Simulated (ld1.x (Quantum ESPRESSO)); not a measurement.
**Bi: one change to a TM potential, before and after**

bismuth (Bi), norm-conserving Troullier–Martins (Kleinman–Bylander form), made with ld1.x (Quantum ESPRESSO) 7.5 (PBEsol, scalar-relativistic). Core [Xe] 4f14 5d10, reference 6s2 6p3. Waves: 6p (bound): rc 2.25 bohr; 6s (bound): rc 1.80 bohr. Local part: the s channel. Core correction: Bessel-smoothed model core inside 1.35 bohr.

Change: wave 6p (bound): rc 2.25 bohr becomes 6p (bound): rc 3.20 bohr.

Cutoffs: the cutoffs (Ry, on a coarse ladder) from which the occupation-weighted sum of valence levels, in a spherical-Bessel basis at the reference potential, stays within 10 and 1 mRy of its value at 400 Ry; they do not see the model core or the augmentation charge, which bear on the density cutoff. Errors are all-electron minus pseudo energies relative to the spin-unpolarised reference configuration.

Q: Predict the effect on cutoff, ghosts and configuration errors.

A: The potential gets neither clearly harder nor softer (25 Ry and 50 Ry → 25 Ry and 50 Ry); the s channel sets the loose cutoff, while the largest relative change is in p, which becomes softer; of the 7 tests that both files solve, the error grows in 3 and shrinks in 2 by more than 15 % and 0.3 meV (median size 64.5 → 45.7 meV); neither file shows a bound ghost.

```csv
quantity,base,changed
"cutoff, loose",25 Ry,25 Ry
"cutoff, tight",50 Ry,50 Ry
loose cutoff by channel (10 mRy a level),"p 8 Ry, s 21 Ry","p 6 Ry, s 21 Ry"
bound ghosts,none,none
"error for 6s2 6p2, meV [ΔE 7.95 eV]",-12,-13
"error for 6s2 6p1, meV [ΔE 23.24 eV]",-76,-90
"error for 6s2 6p0, meV [ΔE 46.60 eV]",-267,-341
"error for 6s2 6p3.3, meV [ΔE -1.10 eV]",+0.5,+0.5
"error for 6s1 6p0, meV [ΔE 92.07 eV]",-887,-1050
"error for 6s1 6p3, meV [ΔE 18.81 eV]",-65,-46
"error for 6s1 6p4, meV [ΔE 10.12 eV]",-33,-16
```
